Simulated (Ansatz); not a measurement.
C4H6F4 can be A, `FCC(F)CC(F)F`, or B, `CC(F)(F)CC(F)F`.

Computed with Ansatz on PBE0-D4/def2-TZVP structures; ΔE is electronic, products minus reactants. CCSD(T)/CBS is the MP2 limit (def2-TZVPP, def2-QZVPP) plus CCSD(T) − MP2 in def2-TZVPP, frozen cores. DFT in def2-TZVPP. B3LYP here is the variant with VWN-RPA as its local correlation; programs differ in this. One conformer a species, not always the lowest.

A:

```xyz
14

F    -0.425    2.986   -0.073
C     0.328    1.871   -0.352
C    -0.416    0.624    0.043
F    -1.517    0.476   -0.790
C     0.450   -0.610   -0.077
C    -0.278   -1.860    0.341
F     0.531   -2.936    0.168
F    -0.587   -1.796    1.664
H     1.266    1.938    0.208
H     0.542    1.859   -1.426
H    -0.801    0.736    1.061
H     1.336   -0.515    0.557
H     0.779   -0.735   -1.112
H    -1.205   -2.037   -0.211
```

B:

```xyz
14

C     1.399   -0.197   -0.938
C     0.782    0.543    0.214
F     1.234   -0.002    1.388
F     1.237    1.832    0.201
C    -0.731    0.610    0.277
C    -1.412   -0.711    0.520
F    -2.732   -0.495    0.745
F    -1.323   -1.513   -0.576
H     1.108   -1.246   -0.919
H     1.071    0.242   -1.881
H     2.483   -0.117   -0.862
H    -0.989    1.275    1.104
H    -1.122    1.043   -0.646
H    -1.006   -1.263    1.373
```

(1) Which is lower in electronic energy at CCSD(T)/CBS, and by how much? (Estimate.)

(2) Give E(B) − E(A) in kJ/mol with HF/def2-TZVPP, B3LYP-D4, r2SCAN-D4, MP2/def2-TZVPP, CCSD(T)/def2-TZVPP, B2PLYP, B3LYP. (An estimate is asked.)

(3) Does the order hold for the free energy at 298.15 K (harmonic terms from PBE0-D4)? (Best estimate.)

Largest T1 diagnostic: 0.011.

Results:

(1) Ansatz gave: B, by 55.3 kJ/mol.

(2) Computed: HF/def2-TZVPP -50.4, B3LYP-D4 -53.2, r2SCAN-D4 -61.4, MP2/def2-TZVPP -57.4, CCSD(T)/def2-TZVPP -55.8, B2PLYP -53.6, B3LYP -50.8. None reverses the order clearly.

(3) Computed: Yes: G(B) − G(A) = -56.4 kJ/mol, for one conformer each. Modes under 60 cm⁻¹, often nearly free rotors, make the harmonic entropy too high.

Leaving LDA and LC-ωPBE aside and taking each functional with its dispersion term where it has one, the values, not all of them listed here, spread over 9.4 kJ/mol, from r2SCAN-D4 to BLYP-D4. LDA lies −10.6 kJ/mol from PBE without D4. At CCSD(T), def2-SVP lies −10.5 kJ/mol from the extrapolated value and def2-TZVPP −0.5 kJ/mol.
